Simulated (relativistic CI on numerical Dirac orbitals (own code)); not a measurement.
# Line list: Electric-dipole lines, Hf49+

Computed by Dirac-Coulomb-Breit CI, separate exchange-only KLI orbitals for each configuration, model QED, unscaled Slater integrals (own radial code, finite nucleus).

Configuration list (outside the closed core [Ne]): 3s2 3p6 3d5, 3s2 3p5 3d6, 3s2 3p4 3d7, 3s 3p6 3d6, 3p6 3d7, 3s 3p5 3d7, 3s2 3p6 3d4 4s, 3s2 3p6 3d4 4p, 3s2 3p4 3d6 4s, 3s2 3p5 3d5 4s, 3s2 3p6 3d4 4f, 3p6 3d6 4s, 3s2 3p6 3d3 4s2, 3s2 3p6 3d4 5s, 3p6 3d5 4s2. Levels of other configurations are missing.

| λ vac (nm) | Lower | Upper | A (s⁻¹) | gf | Branching (%) |
| --- | --- | --- | --- | --- | --- |
| 1.9445 | 3s2 3p6 3d5 2I_11/2 [13] | 3s2 3p5 3d6 2G°_9/2 [181] | 2.15e+12 | 1.22e+00 | 41.7 |
| 1.9618 | 3s2 3p6 3d5 2I_13/2 [15] | 3s2 3p5 3d6 2H°_11/2 [180] | 4.99e+12 | 3.45e+00 | 72.9 |
| 1.9747 | 3s2 3p6 3d5 6S_5/2 [2] | 3s2 3p5 3d6 4D°_7/2 [155] | 1.16e+12 | 5.42e-01 | 22.1 |
| 1.9831 | 3s2 3p6 3d5 2H_11/2 [5] | 3s2 3p5 3d6 4F°_9/2 [157] | 4.14e+12 | 2.44e+00 | 67.2 |
| 1.9999 | 3s2 3p6 3d5 2G_9/2 [6] | 3s2 3p5 3d6 4F°_9/2 [157] | 1.57e+12 | 9.43e-01 | 25.5 |
| 2.0075 | 3s2 3p6 3d5 2F_7/2 [9] | 3s2 3p5 3d6 2D°_5/2 [158] | 3.62e+12 | 1.31e+00 | 61.3 |
| 2.0124 | 3s2 3p6 3d5 4G_7/2 [3] | 3s2 3p5 3d6 4D°_7/2 [155] | 1.58e+12 | 7.66e-01 | 30.2 |
| 2.0350 | 3s2 3p6 3d5 2G_9/2 [6] | 3s2 3p5 3d6 4D°_7/2 [155] | 1.77e+12 | 8.77e-01 | 33.8 |
| 2.0519 | 3s2 3p6 3d5 2I_11/2 [13] | 3s2 3p5 3d6 4H°_11/2 [164] | 1.22e+12 | 9.26e-01 | 50.0 |
| 2.0563 | 3s2 3p6 3d5 2I_13/2 [15] | 3s2 3p5 3d6 2I°_13/2 [167] | 1.98e+12 | 1.76e+00 | 82.9 |
| 2.9682 | 3s2 3p6 3d5 4G_7/2 [3] | 3s2 3p5 3d6 2D°_5/2 [84] | 1.28e+12 | 1.02e+00 | 69.8 |
| 2.9954 | 3s2 3p6 3d5 2H_11/2 [5] | 3s2 3p5 3d6 2G°_9/2 [83] | 9.86e+11 | 1.33e+00 | 57.2 |
| 2.9973 | 3s2 3p6 3d5 6S_5/2 [2] | 3s2 3p5 3d6 6P°_3/2 [76] | 9.53e+11 | 5.14e-01 | 68.3 |
| 3.0013 | 3s2 3p6 3d5 2I_11/2 [13] | 3s2 3p5 3d6 2H°_9/2 [123] | 9.23e+11 | 1.25e+00 | 60.0 |
| 3.0017 | 3s2 3p6 3d5 2G_9/2 [6] | 3s2 3p5 3d6 4F°_7/2 [86] | 1.57e+12 | 1.70e+00 | 90.3 |
| 3.0224 | 3s2 3p6 3d5 2I_13/2 [15] | 3s2 3p5 3d6 2H°_11/2 [126] | 1.42e+12 | 2.34e+00 | 83.9 |
| 3.0268 | 3s2 3p6 3d5 4G_9/2 [14] | 3s2 3p5 3d6 2F°_7/2 [120] | 1.12e+12 | 1.23e+00 | 71.3 |
| 3.0308 | 3s2 3p6 3d5 4P_5/2 [1] | 3s2 3p5 3d6 2P°_3/2 [46] | 1.50e+12 | 8.27e-01 | 98.6 |
| 3.0340 | 3s2 3p6 3d5 2G_9/2 [6] | 3s2 3p5 3d6 2G°_9/2 [83] | 6.03e+11 | 8.32e-01 | 35.0 |
| 3.0406 | 3s2 3p6 3d5 4P_5/2 [1] | 3s2 3p5 3d6 2D°_5/2 [45] | 1.59e+12 | 1.32e+00 | 99.5 |
| 3.0668 | 3s2 3p6 3d5 2H_11/2 [30] | 3s2 3p5 3d6 2G°_9/2 [148] | 1.31e+12 | 1.84e+00 | 85.0 |
| 3.0784 | 3s2 3p6 3d5 2H_11/2 [5] | 3s2 3p5 3d6 2H°_11/2 [77] | 1.35e+12 | 2.31e+00 | 97.3 |
| 3.0790 | 3s2 3p6 3d5 6S_5/2 [2] | 3s2 3p5 3d6 2F°_5/2 [68] | 5.68e+11 | 4.84e-01 | 87.8 |
| 3.0855 | 3s2 3p6 3d5 4G_7/2 [3] | 3s2 3p5 3d6 4F°_7/2 [75] | 6.31e+11 | 7.21e-01 | 63.4 |
| 3.1523 | 3s2 3p6 3d5 2F_7/2 [9] | 3s2 3p5 3d6 2F°_7/2 [79] | 7.78e+11 | 9.27e-01 | 88.5 |
| 3.1549 | 3s2 3p6 3d5 2G_9/2 [6] | 3s2 3p5 3d6 2G°_9/2 [74] | 5.04e+11 | 7.53e-01 | 49.5 |
| 3.1604 | 3s2 3p6 3d5 4G_7/2 [3] | 3s2 3p5 3d6 2G°_7/2 [69] | 4.00e+11 | 4.80e-01 | 55.3 |
| 3.1794 | 3s2 3p6 3d5 4P_5/2 [1] | 3s2 3p5 3d6 4D°_7/2 [43] | 5.61e+11 | 6.81e-01 | 97.9 |
| 3.1888 | 3s2 3p6 3d5 2I_11/2 [13] | 3s2 3p5 3d6 4G°_11/2 [107] | 6.90e+11 | 1.26e+00 | 88.2 |
| 3.2112 | 3s2 3p6 3d5 2I_13/2 [15] | 3s2 3p5 3d6 2I°_13/2 [109] | 7.05e+11 | 1.53e+00 | 89.4 |

Terms are leading LS components. Brackets give the number of a level in order of energy, since labels repeat. The list gives strong lines, with weight on those to low levels, without lines whose two gauges differ by over a factor of 2.5, among the lowest 200 of 2819 levels, so that lines to higher ones, which can be the strongest, are missing. Levels whose partners in the same complex of configurations lie outside the list can be far off, and so can their lines. Rates are taken at the computed energies, electric ones in the length gauge.

At this charge energies of transitions that change n are usually good to better than 1 %, and those within a shell (Δn = 0) to a few per cent.

LS names give the leading component of a level, which can be under half, so a name can repeat, a term be missing and a line seem to break the LS rules.
